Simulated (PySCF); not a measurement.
# Magnetisability and related constants of `F[C@H](Br)C1=CC1`, C4H4BrF

The calculation used GIAO KT3/ANO-RCC-VDZP magnetisability, rotational g tensor and spin-rotation constants, non-relativistic, gas phase in PySCF 2.14.0. Geometry: PBE0-D3(BJ)/def2-SVP.

Input:
```
{"job": {"kind": "mag", "xc": "KT3", "basis": "ANO-RCC-VDZP", "grid": 1}, "charge": 0, "multiplicity": 1}
F      1.944539    -1.355512     0.346974
C      1.426987    -0.166260    -0.008778
Br     2.020246     1.213344     1.267055
C     -0.033085    -0.185419    -0.028137
C     -1.158277    -0.787703     0.210165
C     -1.262387     0.601468    -0.347982
H      1.855542     0.154756    -0.969917
H     -1.696885    -1.655495     0.579633
H     -1.550947     1.433170     0.314340
H     -1.557799     0.752340    -1.398367
```
Coordinates are in Å.

Command: `OMP_NUM_THREADS=1 python excited_run.py task.json out`

**Question.** What does the run print?

**Answer.** Atoms count from 0.
```
final grid: 43240 points
cycle   1  E = -2820.0588289166  dE =  8.024e-01  |g| = 6.364e-01  |ddm| = 4.506e+00
cycle   2  E = -2819.8077282419  dE =  2.511e-01  |g| = 1.305e+00  |ddm| = 1.649e+00
cycle   3  E = -2820.1357847394  dE = -3.281e-01  |g| = 1.879e-01  |ddm| = 1.251e+00
cycle   4  E = -2820.1433619826  dE = -7.577e-03  |g| = 9.079e-02  |ddm| = 3.037e-01
cycle   5  E = -2820.1452457917  dE = -1.884e-03  |g| = 3.504e-02  |ddm| = 1.263e-01
cycle   6  E = -2820.1455346062  dE = -2.888e-04  |g| = 7.788e-03  |ddm| = 4.305e-02
cycle   7  E = -2820.1455497607  dE = -1.515e-05  |g| = 2.545e-03  |ddm| = 1.091e-02
cycle   8  E = -2820.1455512711  dE = -1.510e-06  |g| = 7.700e-04  |ddm| = 3.742e-03
cycle   9  E = -2820.1455514494  dE = -1.783e-07  |g| = 1.338e-04  |ddm| = 1.238e-03
cycle  10  E = -2820.1455514550  dE = -5.631e-09  |g| = 4.192e-05  |ddm| = 2.662e-04
cycle  11  E = -2820.1455514554  dE = -4.220e-10  |g| = 2.028e-05  |ddm| = 5.992e-05
converged SCF energy = -2820.1455514554

Magnetisability tensor (1e-30 J/T^2)
     -961.26       37.29      -42.09
       37.29    -1123.16     -121.08
      -42.09     -121.08    -1241.48
isotropic -1108.63   principal values   -1317.82  -1073.27   -934.81
isotropic susceptibility -66.763 1e-6 cm^3/mol

Inertial axes            a          b          c
rot. const./GHz      3.9474     1.4941     1.1584
chi total           -64.668    -68.535    -67.086
chi diamagnetic    -372.305   -828.563  -1033.579
chi paramagnetic    307.636    760.027    966.493
quadrupole/D A        3.403     -4.901      1.498
g nuclear            0.5372     0.5270     0.5181
g electronic        -0.5705    -0.5335    -0.5260
g total             -0.0333    -0.0065    -0.0079

Spin-rotation constants (kHz, H = +C I.J)
atom  isotope        aa         bb         cc
  0    19F        2.524      1.273      1.408
  2   79Br        4.599      2.986      2.971
  6     1H       -0.312     -0.138      0.094
  7     1H       -0.120     -0.095     -0.005
  8     1H       -0.369      0.015     -0.110
  9     1H       -0.265     -0.140     -0.021
  1    13C*       1.143      0.333      0.352
  3    13C*       1.049      0.594      0.233
  4    13C*       0.911      0.487      0.278
  5    13C*       0.511      0.254      0.122
* in the singly substituted isotopologue
```

The calculation is non-relativistic, which matters for the atoms heavier than Zn.

It took 42 s wall time on 1 thread of an Intel Xeon Platinum 8488C, shared host, peak memory 0.67 GiB.
